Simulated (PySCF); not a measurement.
CH7GeNOSi, SMILES [CH2]1N[SiH2][Ge@@H]1[OH]. Atoms are numbered in the order given.

```xyz
12

O      1.8114    -0.2148    -1.2145
Ge     0.7350    -0.1181     0.2103
C     -0.7730    -1.3907    -0.0242
N     -1.8392    -0.4009     0.0984
Si    -1.2297     1.2328     0.1473
H      2.6056     0.3211    -1.1211
H      1.5984    -0.2770     1.4836
H     -0.8161    -2.1816     0.7463
H     -0.7140    -1.8775    -1.0153
H     -2.7981    -0.7218     0.0213
H     -1.4804     2.0848    -1.0632
H     -1.6779     2.0406     1.3296
```
Charge 0, spin multiplicity 1.

Geometry optimised at PBE0-D3(BJ)/def2-SVP. The structure was generated by enumeration; whether it is a known compound was not checked. Other conformers were not sampled.

Two levels are set side by side: PBE/pcSseg-1 (PySCF) and PBE0/pcSseg-1 (PySCF). GIAO shifts against GeH4 (⁷³Ge), H2O (¹⁷O), NH3 (¹⁵N), TMS (²⁹Si), TMS (¹H), TMS (¹³C) at the same level; non-relativistic, no solvent, atoms listed together averaged. Differences are taken from unrounded values.

```tsv
quantity	PBE
δ(¹⁷O) of O1 (ppm)	27.5
δ(⁷³Ge) of Ge2 (ppm)	410.1
δ(¹³C) of C3 (ppm)	60.9
δ(¹⁵N) of N4 (ppm)	30.6
δ(²⁹Si) of Si5 (ppm)	-2.9
δ(¹H) of H6 (ppm)	0.14
δ(¹H) of H7 (ppm)	6.72
δ(¹H) of H8, H9 (ppm)	4.37
δ(¹H) of H10 (ppm)	0.10
```

These are the PBE values. What does PBE0 give? (Estimate from the structure and the level; the computed values follow.)


```
quantity                PBE0  PBE minus PBE0
---------------------  -----  --------------
δ(¹⁷O) of O1 (ppm)      10.7            16.8
δ(⁷³Ge) of Ge2 (ppm)   384.4            25.6
δ(¹³C) of C3 (ppm)      55.6             5.3
δ(¹⁵N) of N4 (ppm)      23.0             7.6
δ(²⁹Si) of Si5 (ppm)    -2.8            -0.1
δ(¹H) of H6 (ppm)       0.07            0.06
δ(¹H) of H7 (ppm)       6.41            0.32
δ(¹H) of H8, H9 (ppm)   4.09            0.27
δ(¹H) of H10 (ppm)      0.10            0.00
```

Rough cost on one machine, each run with all the roots and properties that it gave: PBE0 against PBE within a factor of 2.
